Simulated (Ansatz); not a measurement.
The cluster Ga2Te3. Charge 0, multiplicity 1. Geometry r2SCAN-D4/def2-SVP, basis def2-TZVP, Ansatz.

```xyz
5

Ga    1.016   -0.472    0.463
Ga   -1.135    0.525   -1.373
Te   -1.354   -0.934    1.391
Te   -0.148    1.649    1.379
Te    1.621   -0.767   -1.861
```

| run | HOMO (eV) | LUMO (eV) |
| --- | --- | --- |
| A | -6.03 | -3.31 |
| B | -5.35 | -3.91 |
| C | -7.94 | -0.64 |
| D | -6.20 | -3.33 |
| E | -5.11 | -3.89 |

In the def2 sets Te takes a core potential; there is no spin–orbit coupling. Another isomer (singlet) lies 0.30 eV lower at PBE0-D4/def2-TZVP; other spin states weren't run for this one.

The runs used HF, PBE, PBE0, r2SCAN, r2SCAN0. Estimate which is which.

A PBE0 (25 % exact exchange); B r2SCAN (0 % exact exchange); C HF (100 % exact exchange); D r2SCAN0 (25 % exact exchange); E PBE (0 % exact exchange). Exact exchange lowers occupied and raises empty levels; among semilocal functionals meta-GGAs tend to open the gap a little, and such runs are hard to tell apart. The gap grows from 1.21 eV (PBE) to 7.30 eV (HF).
